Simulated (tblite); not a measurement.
C₆H₁₃PSe.
Z-matrix (Å and degrees, GFN2-xTB geometry), rows numbered from 1:
```
C 
C   1  1.5262
C   2  1.5287  1  110.95
C   2  1.5116  1  109.94  3   121.36
C   4  1.5409  2  120.22  1   159.65
P   5  1.8237  4   65.17  2  -116.82
C   6  1.8358  4  112.41  5   -96.38
Se  6  2.0979  4  124.36  5   107.23
H   1  1.0889  2  110.34  3  -178.54
H   1  1.0872  2  110.62  3    61.07
H   1  1.0878  2  110.35  3   -59.00
H   2  1.0952  1  108.81  3  -119.05
H   3  1.0873  2  110.26  1   -60.72
H   3  1.0875  2  110.66  1   179.21
H   3  1.0875  2  110.39  1    59.09
H   4  1.0881  2  112.85  1   -61.65
H   5  1.0824  4  116.40  6   111.15
H   5  1.0822  4  116.73  6  -110.61
H   7  1.0856  6  111.49  4    26.71
H   7  1.0895  6  107.36  4   147.52
H   7  1.0889  6  108.47  4   -95.27
```

Computed values, GFN2-xTB/tblite, gas phase, harmonic and unscaled. Errors from tens to a few hundred cm⁻¹ against measured bands are possible. One conformer, not necessarily the lowest.

Harmonic wavenumbers (cm⁻¹): 49.7, 71.1, 83.6, 104.7, 161.7, 168.1, 199.1, 204.0, 227.1, 277.6, 334.7, 367.4, 458.6, 464.0, 684.3, 709.3, 725.1, 787.9, 832.7, 847.3, 874.5, 938.4, 949.0, 966.5, 987.3, 1003.8, 1035.1, 1107.7, 1145.8, 1162.7, 1192.3, 1243.6, 1294.9, 1308.9, 1346.5, 1390.5, 1402.6, 1407.2, 1420.1, 1427.9, 1490.0, 1494.0, 1500.5, 1503.9, 2930.6, 2985.6, 2996.5, 3001.4, 3019.8, 3030.6, 3035.0, 3035.6, 3038.8, 3039.6, 3041.8, 3043.7, 3060.1.

A = 2259, B = 545.1, C = 537.7 MHz; mass 195.992 u (most abundant isotopes); point group C1, symmetry number 1.

**Question.** Zero-point energy?

**Answer.** Half the sum of the wavenumbers: 38305 cm⁻¹ = 458.24 kJ/mol.

**Question.** What is S at 273.15 K and 1 bar for an ideal gas of classical rigid rotors and harmonic oscillators?

**Answer.** Translation 172.86, rotation 126.78, vibration 135.78: S = 435.4 J/(mol K).

**Question.** And Cp and H(273.15 K) − H(0)?

**Answer.** Cp = 165.52 J/(mol K), of which vibrations give 132.27 (their classical limit is 57 R = 473.9); H(273.15 K) − H(0) = 28.48 kJ/mol without the zero-point energy, 19.40 from vibrations.

**Question.** Blend soft modes into free rotors: weight 1/[1 + (100 cm⁻¹/ν̃)⁴] for the oscillator and the rest for a rotor with moment μB/(μ + B), μ = h/(8π²ν), B = 10⁻⁴⁴ kg m². What vibrational entropy results?

**Answer.** 125.53 J/(mol K) in place of 135.78, which changes −T·S at 273.15 K by +2.80 kJ/mol.

**Question.** Which modes carry the vibrational entropy at 273.15 K?

**Answer.** 49.7 cm⁻¹: 19.48; 71.1 cm⁻¹: 16.53; 83.6 cm⁻¹: 15.20; 104.7 cm⁻¹: 13.37; 161.7 cm⁻¹: 9.90; 168.1 cm⁻¹: 9.59 J/(mol K); the other 51 give 51.72 together.

Hindered rotation and anharmonicity are outside this model. Other conformers, if any are populated, would add a mixing term that is left out. The structure is chiral; the term R ln 2 for an equal mix with its mirror image is left out.
